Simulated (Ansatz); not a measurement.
A nudged elastic band was laid between two geometries of C3H9AlSi (14 atoms, charge 0, multiplicity 1).

Method: Ansatz 0.2.0, RKS r2SCAN-D4/STO-3G.

```yaml
movable_images: 7
climbing_image: yes
spring: 5.0 eV/Å²
optimiser: quadratic models (default)
start_path: through a guess of the saddle point
force_threshold: 0.05 eV/Å
iteration_limit: 53
end_points: relaxed
```

Image 0:

```xyz
14
Properties=species:S:1:pos:R:3
C -1.617 -0.559 1.258
C -0.443 -0.572 0.603
Al 1.103 -1.189 1.526
Si -0.398 0.030 -1.165
C 0.787 1.477 -1.333
H -1.723 -0.895 2.302
H -2.569 -0.218 0.817
H 2.429 -1.217 0.819
H 0.957 -1.634 2.953
H 0.066 -1.035 -2.033
H -1.717 0.433 -1.611
H 1.801 1.197 -1.027
H 0.839 1.829 -2.369
H 0.473 2.324 -0.712
```

Image 8:

```xyz
14
Properties=species:S:1:pos:R:3
C -1.658 -0.566 1.206
C -0.456 -0.560 0.603
Al 1.063 -1.096 1.618
Si -0.349 -0.018 -1.182
C 0.812 1.448 -1.352
H -1.798 -0.870 2.256
H -2.601 -0.274 0.713
H 2.417 -1.127 0.969
H 0.865 -1.479 3.056
H 0.174 -1.102 -1.991
H -1.656 0.340 -1.696
H 0.902 1.761 -2.398
H 0.455 2.310 -0.779
H 1.817 1.202 -0.993
```

Which bonds break or form, and what moves?

No bond is made or broken. The dihedral C2–Si4–C5–H14 goes from -61 to 59°. The two ends are copies of one structure, up to a mirror image or an exchange of like atoms.

What energy profile does the band end with?

It converged. The highest image is number 4 of 0 to 8, 0.056 eV above the ends, which have the same energy within 2 meV. A vibrational analysis at the climbing image gives one clearly imaginary mode, 152i cm⁻¹: a first-order saddle point. Limits of this set-up: minimal basis.

```
image  path coordinate (Å)  energy (eV)  dihedral C2–Si4–C5–H14 (°)
    0                 0.00        0.000                         -61
    1                 0.47        0.006                         -49
    2                 0.94        0.026                         -33
    3                 1.41        0.047                         -17
    4                 1.88        0.056                          -1
    5                 2.33        0.047                          15
    6                 2.77        0.027                          30
    7                 3.22        0.008                          45
    8                 3.66        0.000                          59
```

What is the geometry of the highest image?


```xyz
14
Properties=species:S:1:pos:R:3
C -1.669 -0.600 1.188
C -0.461 -0.567 0.597
Al 1.059 -1.090 1.617
Si -0.347 -0.006 -1.182
C 0.825 1.462 -1.340
H -1.813 -0.918 2.233
H -2.611 -0.318 0.689
H 2.419 -1.087 0.980
H 0.856 -1.495 3.049
H 0.162 -1.091 -1.997
H -1.655 0.357 -1.690
H 1.673 1.232 -1.994
H 0.316 2.338 -1.756
H 1.234 1.755 -0.366
```

What are the harmonic wavenumbers there?

152i, 48, 115, 126, 201, 298, 371, 524, 583, 656, 694, 774, 795, 840, 916, 934, 973, 1021, 1041, 1043, 1128, 1285, 1529, 1605, 1722, 1722, 1797, 2481, 2531, 2639, 2676, 3322, 3326, 3458, 3498, 3506 cm⁻¹.

The run took 7.8 min on 1 thread of AMD EPYC 7R13 Processor (Zen 3) (shared host), peak memory 0.15 GiB.
